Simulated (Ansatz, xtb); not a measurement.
# Relative energy of two isomers of C4H11NSi

Structure a: `C=C[Si@H](N)CC`, a singlet. Structure b: `C[C@@H]1C[Si@@H](C)N1`, a singlet. Both are isolated molecules in the gas phase, relaxed with B3LYP/def2-SVP; the shapes shown needn't be the lowest conformers.

a (Å):

| atom | x (Å) | y (Å) | z (Å) |
| --- | --- | --- | --- |
| C | 2.9823 | 0.9568 | 0.1571 |
| C | 1.9502 | 0.1004 | 0.1557 |
| C | -0.6497 | -0.0436 | -1.6116 |
| C | -0.6694 | -1.5728 | -1.7509 |
| N | -0.7275 | -0.0327 | 1.3189 |
| Si | 0.1570 | 0.6240 | -0.0343 |
| H | 4.0228 | 0.6249 | 0.2578 |
| H | 2.8337 | 2.0388 | 0.0560 |
| H | 2.1737 | -0.9702 | 0.2684 |
| H | 0.1677 | 2.1245 | -0.1310 |
| H | -1.7421 | 0.0338 | 1.3262 |
| H | -0.3660 | 0.1056 | 2.2589 |
| H | -1.6811 | 0.3563 | -1.6483 |
| H | -0.1302 | 0.4187 | -2.4706 |
| H | 0.3516 | -1.9865 | -1.7964 |
| H | -1.1926 | -1.8942 | -2.6669 |
| H | -1.1719 | -2.0474 | -0.8932 |

b (Å):

```xyz
17

C    -2.4243    0.6147   -0.7328
C    -0.9802    0.1446   -0.5698
C     0.1031    1.2470   -0.8449
C     2.5160   -0.5994   -2.0325
N    -0.5460   -0.8247   -1.5918
Si    0.7799    0.1086   -2.2133
H    -2.6899    1.3546    0.0410
H    -2.5767    1.0738   -1.7237
H    -3.1266   -0.2316   -0.6416
H    -0.8634   -0.2636    0.4554
H    -0.3293    2.2062   -1.1674
H     0.7675    1.4359    0.0117
H     0.6605    0.5931   -3.6291
H     3.2722    0.1595   -2.2974
H     2.7083   -0.9404   -1.0029
H     2.6634   -1.4575   -2.7104
H    -1.0336   -1.6979   -1.7484
```

Quicker runs give these differences E(b) − E(a): GFN2-xTB −88.49 kJ/mol; HF/STO-3G −97.95 kJ/mol (at GFN2-xTB geometries); r2SCAN-D4/def2-SVP −11.42 kJ/mol (at GFN2-xTB geometries).

Q: Estimate E(b) − E(a) at the level CCSD(T)/def2-SVP + ΔMP2/def2-TZVPP.

A: Not settled: CCSD(T)/def2-SVP + ΔMP2/def2-TZVPP gives E(b) − E(a) = +7.76 kJ/mol, but this leans on the basis-set step: CCSD(T) alone gives −1.29 kJ/mol.

Level by level:

```
                             level        geometry  E(b) − E(a) (kJ/mol)  departure from the last row (kJ/mol)  job, with rough time for the two
                          GFN2-xTB        GFN2-xTB                  −88.49                                −96.25              optimisation, 0.39 s
                         HF/STO-3G        GFN2-xTB                  −97.95                               −105.71              single point, 0.34 s
                r2SCAN-D4/def2-SVP        GFN2-xTB                  −11.42                                −19.18               single point, 4.1 s
                    B3LYP/def2-SVP  B3LYP/def2-SVP                   −0.45                                 −8.20                optimisation, 64 s
                       HF/def2-SVP  B3LYP/def2-SVP                  +13.42                                 +5.66           part of the CCSD(T) run
                      MP2/def2-SVP  B3LYP/def2-SVP                   −9.89                                −17.64           part of the CCSD(T) run
                  CCSD(T)/def2-SVP  B3LYP/def2-SVP                   −1.29                                 −9.04                      single point
CCSD(T)/def2-SVP + ΔMP2/def2-TZVPP  B3LYP/def2-SVP                   +7.76                                                      single point, 65 s
```

As drawn, b has 1 C–C, 1 C–N, 1 C–H in place of 1 C=C, 1 N–H. Structure a has no ring, b a 4-membered ring.

GFN2-xTB, HF/STO-3G, r2SCAN-D4/def2-SVP, MP2/def2-SVP put the two in the other order. B3LYP/def2-SVP, CCSD(T)/def2-SVP find them nearly level. The largest departure from CCSD(T)/def2-SVP + ΔMP2/def2-TZVPP is that of HF/STO-3G, 105.71 kJ/mol. The last row adds to CCSD(T) the change of the MP2 difference between the two basis sets, here +9.04 kJ/mol.

With thermal terms from frequencies at re-optimised GFN2-xTB minima (ideal gas, soft modes damped towards free rotors, one conformer each, 298.15 K, 1 atm): on the last row, ΔE + ΔZPE = +14.98, ΔH = +11.23, ΔG = +20.26 kJ/mol.

The correlated steps freeze 10 core orbitals. Run with Ansatz 0.2.0, xtb 6.7.1; the last row on 4 threads of Arm Neoverse V1 on a shared host.
